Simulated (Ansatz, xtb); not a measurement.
Two isomers of CHBNSe+

Structure X is `[NH+]#CB=[Se]`, a singlet and structure Y is `B=[N+]=C=[Se]`, a singlet. Both are isolated ions in the gas phase, relaxed with B3LYP/6-31G*.

X (Å):

```xyz
5

C     0.0000    0.0000   -0.2797
B     0.0000    0.0000    1.2205
N     0.0000    0.0000   -1.4334
Se    0.0000    0.0000    2.9390
H     0.0000    0.0000   -2.4464
```

Y (Å):

| atom | x (Å) | y (Å) | z (Å) |
| --- | --- | --- | --- |
| C | 0.0000 | 0.0000 | -1.1634 |
| B | 0.0000 | 0.0000 | 1.3680 |
| N | 0.0000 | 0.0000 | 0.0817 |
| Se | 0.0000 | 0.0000 | -2.8238 |
| H | 0.0000 | 0.0000 | 2.5375 |

Energies in hartree; the thermal terms are from B3LYP/6-31G* harmonic frequencies (ideal gas, rigid rotor, one conformer each, 298.15 K, 1 atm) and include the zero-point energy:

|  | X | Y |
| --- | --- | --- |
| E, CCSD(T)/def2-TZVPP | −2517.907585 | −2517.905788 |
| zero-point energy | 0.023334 | 0.022480 |
| H(298 K) − E | 0.029010 | 0.027850 |
| G(298 K) − E | −0.002880 | −0.003266 |

Problem. Work out ΔE, ΔE₀, ΔH and ΔG for X → Y in kcal/mol (1 Eh = 627.51 kcal/mol) and the equilibrium ratio [Y]/[X].

Solution. 1. ΔE = −2517.905788 − (−2517.907585) = +0.001797 Eh = +1.13 kcal/mol.
2. ΔE₀ = ΔE + ΔZPE = +0.001797 + (−0.000854) Eh = +0.59 kcal/mol.
3. ΔH = ΔE + (−0.001160) Eh = +0.40 kcal/mol.
4. ΔG = ΔE + (−0.000386) Eh = +0.89 kcal/mol, so ΔS = (ΔH − ΔG)/T = −6.8 J/(mol K).
5. kT = 0.9442 mEh, so K = [Y]/[X] = exp(−ΔG/kT) = exp(−1.49) ≈ 0.22.

The two are too close for this level to say which is favoured. An error of 1 kcal/mol in ΔG would change K by a factor of 5.4. GFN2-xTB, HF/STO-3G, r2SCAN-D4/def2-SVP, B3LYP/6-31G*, HF/def2-TZVPP gave ΔE the other sign. Mirror images and further conformers aren't counted.

As drawn, Y has 1 B=N, 1 C=N, 1 C=Se, 1 B–H in place of 1 C≡N, 1 C–B, 1 B=Se, 1 N–H.

Other levels gave ΔE = −18.3 (GFN2-xTB); −15.7 (HF/STO-3G, GFN2-xTB geometries); −6.2 (r2SCAN-D4/def2-SVP, GFN2-xTB geometries); −8.3 (B3LYP/6-31G*); −7.5 (HF/def2-TZVPP); +0.5 (MP2/def2-TZVPP) kcal/mol. The correlated steps freeze 12 core orbitals; the filled d shell of Se is correlated, in a basis made for valence electrons. Programs: Ansatz 0.2.0, xtb 6.7.1.
